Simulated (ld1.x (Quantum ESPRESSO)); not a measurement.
**Pseudopotential generation for fluorine (F): ultrasoft, revPBE, scalar-relativistic.**

The input file (ld1.x (Quantum ESPRESSO) 7.5):

```
&input
   title='F', zed=9., rel=1, dft='REVPBE', iswitch=3,
   config='[He] 2s2 2p5 3d-2',
   nld=3, rlderiv=1.75, eminld=-4.0, emaxld=5.0, deld=0.02
 /
 &inputp
   pseudotype=3, tm=.true., lloc=2,
   nlcc=.false.,
   file_pseudopw='F.UPF', file_wfcaegen='ae.wfc', file_wfcncgen='nc.wfc', file_beta='beta', file_chi='chi', file_wfcusgen='us.wfc'
 /
5
2S  1  0   2.00   0.00  0.50  0.60  0.0
2S  1  0   0.00  -1.35  0.50  0.60  0.0
2P  2  1   5.00   0.00  1.20  1.60  0.0
2P  2  1   0.00   0.95  1.20  1.60  0.0
3D  3  2  -2.00  -0.10  1.25  1.25  0.0
 &test
   configts(1)='2s2 2p5'
 /
```

Command:

```bash
ld1.x < F.in > F.out
```

The program printed (shortened: banner, matrices, multipoles, cross overlaps and the repeated all-electron block are left out):

```
Program LD1 v.7.5
     --------------------------- All-electron run ----------------------------

     F
     scalar relativistic calculation

     atomic number is  9.00
     dft =REVPBE   lsd =0 sic =0 latt =0  beta=0.20 tr2=1.0E-14
     Exchange-correlation= REVPBE
                           (   1   4   4   4   0   0   0)
     mesh =1105 r(mesh) =  99.76081 a.u. xmin = -7.00 dx = 0.01250
     1 Ry =  13.60569312 eV, c = 137.03599908

     n l     nl                  e(Ry)          e(Ha)          e(eV)
     1 0     1S 1( 2.00)       -48.7791       -24.3896      -663.6736
     2 0     2S 1( 2.00)        -2.2001        -1.1000       -29.9337
     2 1     2P 1( 5.00)        -0.8117        -0.4059       -11.0443

     final scf error:  2.5E-15 reached in  20 iterations

     Etot =    -199.617712 Ry,     -99.808856 Ha,   -2715.937332 eV

     Ekin =     199.451659 Ry,      99.725830 Ha,    2713.678067 eV
     Encl =    -477.862036 Ry,    -238.931018 Ha,   -6501.644215 eV
     Eh   =      99.356888 Ry,      49.678444 Ha,    1351.819331 eV
     Exc  =     -20.564224 Ry,     -10.282112 Ha,    -279.790516 eV

     normalization and overlap integrals

     s(1S/1S) =  1.000000  <r> =   0.1762  <r2> =    0.0419  r(max) =   0.1139
     s(2S/2S) =  1.000000  <r> =   1.0022  <r2> =    1.2245  r(max) =   0.7617
     s(2P/2P) =  1.000000  <r> =   1.1050  <r2> =    1.6385  r(max) =   0.7066

     ------------------------ End of All-electron run ------------------------

     --------------------- Generating US pseudopotential ---------------------

      Generating local pot.: lloc=2, matching radius rcloc =   1.2500

      Wfc   2S  rcut= 0.498  Using Troullier-Martins method
      Wfc-us  2S rcutus= 0.593  Estimated cut-off energy=   118.71 Ry

      Wfc   2S  rcut= 0.498  Using Troullier-Martins method
      Wfc-us  2S rcutus= 0.593  Estimated cut-off energy=   119.80 Ry

      Wfc   2P  rcut= 1.195  Using Troullier-Martins method
      Wfc-us  2P rcutus= 1.612  Estimated cut-off energy=    30.80 Ry

      Wfc   2P  rcut= 1.195  Using Troullier-Martins method
      Wfc-us  2P rcutus= 1.612  Estimated cut-off energy=    57.62 Ry

     ------------------- End of pseudopotential generation -------------------

     Computing logarithmic derivative in   1.74900
     Computing logarithmic derivative in   1.74900
     Computing the partial wave expansion
     R is outside the sphere for l=    0 j= 0.00
     R is outside the sphere for l=    0 j= 0.00
     R is outside the sphere for l=    1 j= 0.00
     R is outside the sphere for l=    1 j= 0.00
       no projector for channel:   2

     ---------------------- Testing the pseudopotential ----------------------

     F
     scalar relativistic calculation

     atomic number is  9.00   valence charge is  7.00
     dft =REVPBE   lsd =0 sic =0 latt =0  beta=0.20 tr2=1.0E-14
     mesh =1105 r(mesh) =  99.76081 xmin = -7.00 dx = 0.01250

     n l     nl             e AE (Ry)        e PS (Ry)    De AE-PS (Ry)
     1 0     2S   1( 2.00)       -2.20009       -2.20009        0.00000
     2 1     2P   1( 5.00)       -0.81174       -0.81174        0.00000

     eps = 3.5E-16  iter =  4

     Etot =    -199.617712 Ry,     -99.808856 Ha,   -2715.937332 eV
     Etotps =   -47.959042 Ry,     -23.979521 Ha,    -652.516009 eV

     Ekin =      15.357954 Ry,       7.678977 Ha,     208.955613 eV
     Encl =    -111.397393 Ry,     -55.698696 Ha,   -1515.638742 eV
     Ehrt =      42.121597 Ry,      21.060798 Ha,     573.093522 eV
     Ecxc =      -9.016212 Ry,      -4.508106 Ha,    -122.671817 eV
     Epseu=      14.975012 Ry,       7.487506 Ha,     203.745415 eV

     ---------------------- End of pseudopotential test ----------------------
```

Generation and configuration tests took about 0.97 s on one core of a shared server CPU.

Transferability test of the new file with ld1.x, input:

```
&input
   title='F', zed=9., rel=1, dft='REVPBE', iswitch=2,
   config='[He] 2s2 2p5 3d-2'
 /
 &test
   file_pseudo='F.UPF', nconf=8,
   configts(1)='2s2 2p5',
   configts(2)='2s2 2p4',
   configts(3)='2s2 2p3',
   configts(4)='2s2 2p2',
   configts(5)='2s2 2p1',
   configts(6)='2s1 2p5',
   configts(7)='2s1 2p6',
   configts(8)='2s2 2p4.5'
 /
```

```bash
ld1.x < F.test.in > F.test.out
```

Pseudopotential blocks of its output, shortened (energy terms left out):

```
     ---------------------- Testing the pseudopotential ----------------------

     n l     nl             e AE (Ry)        e PS (Ry)    De AE-PS (Ry)
     1 0     2S   1( 2.00)       -2.20009       -2.20009        0.00000
     2 1     2P   1( 5.00)       -0.81174       -0.81174        0.00000

     eps = 3.5E-16  iter =  4

     Etot =    -199.617712 Ry,     -99.808856 Ha,   -2715.937333 eV
     Etotps =   -47.959042 Ry,     -23.979521 Ha,    -652.516009 eV

     ---------------------- End of pseudopotential test ----------------------

          ---------------------- Testing the pseudopotential ----------------------

     n l     nl             e AE (Ry)        e PS (Ry)    De AE-PS (Ry)
     1 0     2S   1( 2.00)       -3.48670       -3.48681        0.00012
     2 1     2P   1( 4.00)       -2.07608       -2.07215       -0.00393

     eps = 6.2E-15  iter = 11

     Etot =    -198.197288 Ry,     -99.098644 Ha,   -2696.611472 eV
     Etotps =   -46.539872 Ry,     -23.269936 Ha,    -633.207219 eV
     dEtot_ae =       1.420425 Ry
     dEtot_ps =       1.419170 Ry,   Delta E=       0.001255 Ry

     ---------------------- End of pseudopotential test ----------------------

          ---------------------- Testing the pseudopotential ----------------------

     n l     nl             e AE (Ry)        e PS (Ry)    De AE-PS (Ry)
     1 0     2S   1( 2.00)       -5.00229       -4.99700       -0.00529  !
     2 1     2P   1( 3.00)       -3.59700       -3.57913       -0.01786  !

     eps = 1.7E-15  iter = 12

     Etot =    -195.380608 Ry,     -97.690304 Ha,   -2658.288597 eV
     Etotps =   -43.732926 Ry,     -21.866463 Ha,    -595.016766 eV
     dEtot_ae =       4.237104 Ry
     dEtot_ps =       4.226116 Ry,   Delta E=       0.010987 Ry

     ---------------------- End of pseudopotential test ----------------------

          ---------------------- Testing the pseudopotential ----------------------

     n l     nl             e AE (Ry)        e PS (Ry)    De AE-PS (Ry)
     1 0     2S   1( 2.00)       -6.70956       -6.69121       -0.01835  !
     2 1     2P   1( 2.00)       -5.34207       -5.29707       -0.04500  !

     eps = 6.1E-16  iter = 10

     Etot =    -190.928920 Ry,     -95.464460 Ha,   -2597.720290 eV
     Etotps =   -39.311343 Ry,     -19.655672 Ha,    -534.858076 eV
     dEtot_ae =       8.688792 Ry
     dEtot_ps =       8.647699 Ry,   Delta E=       0.041094 Ry

     ---------------------- End of pseudopotential test ----------------------

          ---------------------- Testing the pseudopotential ----------------------

     n l     nl             e AE (Ry)        e PS (Ry)    De AE-PS (Ry)
     1 0     2S   1( 2.00)       -8.58383       -8.54490       -0.03893  !
     2 1     2P   1( 1.00)       -7.28863       -7.20273       -0.08590  !

     eps = 8.8E-15  iter =  9

     Etot =    -184.629612 Ry,     -92.314806 Ha,   -2512.013848 eV
     Etotps =   -33.076066 Ry,     -16.538033 Ha,    -450.022799 eV
     dEtot_ae =      14.988100 Ry
     dEtot_ps =      14.882976 Ry,   Delta E=       0.105123 Ry

     ---------------------- End of pseudopotential test ----------------------

          ---------------------- Testing the pseudopotential ----------------------

     n l     nl             e AE (Ry)        e PS (Ry)    De AE-PS (Ry)
     1 0     2S   1( 1.00)       -3.49921       -3.49644       -0.00277
     2 1     2P   1( 5.00)       -2.08610       -2.08738        0.00128

     eps = 4.9E-15  iter = 12

     Etot =    -196.785399 Ry,     -98.392699 Ha,   -2677.401746 eV
     Etotps =   -45.128113 Ry,     -22.564057 Ha,    -613.999259 eV
     dEtot_ae =       2.832313 Ry
     dEtot_ps =       2.830929 Ry,   Delta E=       0.001384 Ry

     ---------------------- End of pseudopotential test ----------------------

          ---------------------- Testing the pseudopotential ----------------------

     n l     nl             e AE (Ry)        e PS (Ry)    De AE-PS (Ry)
     1 0     2S   1( 1.00)       -2.23523       -2.23028       -0.00495
     2 1     2P   1( 6.00)       -0.84390       -0.84574        0.00184

     eps = 1.1E-15  iter = 12

     Etot =    -198.227843 Ry,     -99.113921 Ha,   -2697.027200 eV
     Etotps =   -46.572679 Ry,     -23.286340 Ha,    -633.653585 eV
     dEtot_ae =       1.389869 Ry
     dEtot_ps =       1.386363 Ry,   Delta E=       0.003506 Ry

     ---------------------- End of pseudopotential test ----------------------

          ---------------------- Testing the pseudopotential ----------------------

     n l     nl             e AE (Ry)        e PS (Ry)    De AE-PS (Ry)
     1 0     2S   1( 2.00)       -2.81127       -2.81179        0.00051
     2 1     2P   1( 4.50)       -1.40883       -1.40779       -0.00104

     eps = 1.0E-15  iter = 10

     Etot =    -199.065712 Ry,     -99.532856 Ha,   -2708.426994 eV
     Etotps =   -47.407200 Ry,     -23.703600 Ha,    -645.007810 eV
     dEtot_ae =       0.552000 Ry
     dEtot_ps =       0.551842 Ry,   Delta E=       0.000157 Ry

     ---------------------- End of pseudopotential test ----------------------
```
